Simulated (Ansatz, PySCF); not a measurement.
This Ansatz (an electronic-structure program) input computes a BLYP/def2-TZVPD energy:

Ansatz 0.2 input:
```yaml
crystal:
  periodic: [false, false, false]
  atoms:
    - {symbol: Na, position_ang: [-0.00000000, -0.00000000, -1.12369133]}
    - {symbol: F, position_ang: [0.00000000, 0.00000000, 1.37340051]}
basis:
  gaussian:
    orbitals: def2-TZVPD
hamiltonian:
  xc: {name: BLYP}
total_charge: 1
magnetization: {spin_polarized: true, initial_magnetization: 1}
output: {forces: true}
```

Write an input for the same energy in PySCF and say what it gives.


```python
from pyscf import gto, scf, dft

mol = gto.M(
    atom='''
    Na   -0.00000000   -0.00000000   -1.12369133
    F     0.00000000    0.00000000    1.37340051
    ''',
    basis='def2-tzvpd',
    charge=1,
    spin=1,
    symmetry='C2v',
    verbose=4,
)

mf = dft.UKS(mol, xc='blyp').density_fit(auxbasis='def2-universal-jkfit')
mf.grids.level = 3
mf.conv_tol = 1e-9
mf.max_cycle = 100
mf.max_memory = 1500
mf.kernel()
if not mf.converged:
    mf = mf.newton()
    mf.kernel(mf.make_rdm1())
mf.analyze()
```
It gives -261.85021 Eh, and Ansatz -261.85017 Eh, a difference of 0.04 mEh, from the treatment of integrals and grids.
